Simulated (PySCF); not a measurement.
**Relaxation of quartet WS₂⁻**

Level of theory: UPBE0/[W def2-SVPD with ECP60, S def2-SVPD], scalar-relativistic core potentials, density fitting, no spin–orbit coupling, PySCF. A (50,194) grid was used.

A hand-made bent start, of C2v symmetry, held to at least that symmetry:

```xyz
3
charge -1 multiplicity 4, angstrom
W     0.0000    0.0000   -0.3166
S     1.7530    0.0000    0.9109
S    -1.7530    0.0000    0.9109
```

Optimiser trace:
```
step  E − E(last) (kJ/mol)  largest gradient (Eh/bohr)
   0                 39.13                     0.02528
   1                 20.24                     0.01034
   2                  4.88                     0.01487
   3                  1.78                     0.01081
   4                  0.24                     0.00378
   5                  0.01                     0.00049
   6                  0.00                     0.00007
```

It ends at C2v with W–S 2.206 Å (×2); S–W–S 140.6° (after a last refinement on a finer grid). A frequency run shows a minimum.

Final geometry:
```xyz
3
charge -1 multiplicity 4, angstrom
W     0.0000    0.0000   -0.1915
S     2.0762    0.0000    0.5527
S    -2.0762    0.0000    0.5527
```

With open d or f shells other occupations or spin states may lie lower. Spin–orbit coupling, left out here, can matter for elements this heavy.

The relaxation took of the order of 2.2 core-minutes on a shared host.
